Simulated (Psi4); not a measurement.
Computed with SAPT0/jun-cc-pVDZ, frozen core (Psi4 1.11).

Psi4 input:

```
molecule {
0 1
C 0.56245041 0.00000000 0.00000000
O -0.56245041 -0.00000000 -0.00000000
--
0 1
Si 4.27630190 -2.47047376 1.39775222
Si 4.02200020 -1.43847534 -0.69180877
H 4.96515281 -3.77534834 1.24672076
H 2.95076779 -2.70368465 2.02112615
H 5.08040398 -1.61185374 2.30119785
H 3.21783157 -2.29704304 -1.59524465
H 3.33321792 -0.13356813 -0.54074064
H 5.34753020 -1.20532166 -1.31521311
units angstrom
symmetry c1
no_reorient
no_com
}
set basis jun-cc-pvdz
set scf_type df
set freeze_core true
energy('sapt0')
```

Part of the output:

```
    SAPT Results
  --------------------------------------------------------------------------------------------------------
    Electrostatics                 -1.09582403 [mEh]      -0.68763996 [kcal/mol]      -2.87708561 [kJ/mol]
      Elst10,r                     -1.09582403 [mEh]      -0.68763996 [kcal/mol]      -2.87708561 [kJ/mol]

    Exchange                        4.15549331 [mEh]       2.60761142 [kcal/mol]      10.91024619 [kJ/mol]
      Exch10                        4.15549331 [mEh]       2.60761142 [kcal/mol]      10.91024619 [kJ/mol]
      Exch10(S^2)                   4.13736248 [mEh]       2.59623415 [kcal/mol]      10.86264369 [kJ/mol]

    Induction                      -0.35359422 [mEh]      -0.22188372 [kcal/mol]      -0.92836150 [kJ/mol]
      Ind20,r                      -0.68749717 [mEh]      -0.43141099 [kcal/mol]      -1.80502357 [kJ/mol]
      Exch-Ind20,r                  0.61844072 [mEh]       0.38807741 [kcal/mol]       1.62371587 [kJ/mol]
      delta HF,r (2)               -0.28453777 [mEh]      -0.17855015 [kcal/mol]      -0.74705381 [kJ/mol]

    Dispersion                     -1.63323862 [mEh]      -1.02487271 [kcal/mol]      -4.28806741 [kJ/mol]
      Disp20                       -1.83375994 [mEh]      -1.15070174 [kcal/mol]      -4.81453606 [kJ/mol]
      Exch-Disp20                   0.20052132 [mEh]       0.12582903 [kcal/mol]       0.52646865 [kJ/mol]
      Disp20 (SS)                  -0.91687997 [mEh]      -0.57535087 [kcal/mol]      -2.40726803 [kJ/mol]
      Disp20 (OS)                  -0.91687997 [mEh]      -0.57535087 [kcal/mol]      -2.40726803 [kJ/mol]
      Exch-Disp20 (SS)              0.11465741 [mEh]       0.07194861 [kcal/mol]       0.30103299 [kJ/mol]
      Exch-Disp20 (OS)              0.08586391 [mEh]       0.05388042 [kcal/mol]       0.22543567 [kJ/mol]

  Total HF                          2.70607506 [mEh]       1.69808773 [kcal/mol]       7.10479908 [kJ/mol]
  Total SAPT0                       1.07283643 [mEh]       0.67321503 [kcal/mol]       2.81673167 [kJ/mol]
```
